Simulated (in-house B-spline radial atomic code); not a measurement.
RPA and G0W0 for the krypton ion Kr⁶⁺, [Ar] 3d10 4s2, as one setting changes: the highest l of the empty states. Start: r2SCAN. A dash marks a level of low quasi-particle weight. Computed with a B-spline radial code for spherical atoms: all electrons, scalar-relativistic (spin-free one-electron X2C), finite nucleus, each spin shell either full or empty, empty states to the listed l with an (l + 1/2)⁻⁴ tail; G0W0 by contour deformation at full frequency.

```json
{"highest l of the empty states": "4", "RPA summed (Eh)": "-2.0224", "RPA extrapolated (Eh)": "-2.3013", "G0W0 level (eV)": "4s -109.83"}
{"highest l of the empty states": "5", "RPA summed (Eh)": "-2.1455", "RPA extrapolated (Eh)": "-2.317", "G0W0 level (eV)": "4s -109.83"}
{"highest l of the empty states": "6", "RPA summed (Eh)": "-2.2054", "RPA extrapolated (Eh)": "-2.3082", "G0W0 level (eV)": "4s -109.81"}
{"highest l of the empty states": "7", "RPA summed (Eh)": "-2.237", "RPA extrapolated (Eh)": "-2.3017", "G0W0 level (eV)": "4s -109.81"}
{"highest l of the empty states": "8", "RPA summed (Eh)": "?", "RPA extrapolated (Eh)": "?", "G0W0 level (eV)": "?"}
{"highest l of the empty states": "9", "RPA summed (Eh)": "?", "RPA extrapolated (Eh)": "?", "G0W0 level (eV)": "?"}
{"highest l of the empty states": "10", "RPA summed (Eh)": "-2.2711", "RPA extrapolated (Eh)": "-2.2907", "G0W0 level (eV)": "4s -109.81"}
{"highest l of the empty states": "11", "RPA summed (Eh)": "-2.2753", "RPA extrapolated (Eh)": "-2.2896", "G0W0 level (eV)": "4s -109.80"}
```

Problem. What belongs in the row for 8?

Solution. RPA summed (Eh): -2.2544; RPA extrapolated (Eh): -2.2955; G0W0 level (eV): 4s -109.81.

Problem. What belongs in the row for 9?

Solution. RPA summed (Eh): -2.2646; RPA extrapolated (Eh): -2.2924; G0W0 level (eV): 4s -109.81.
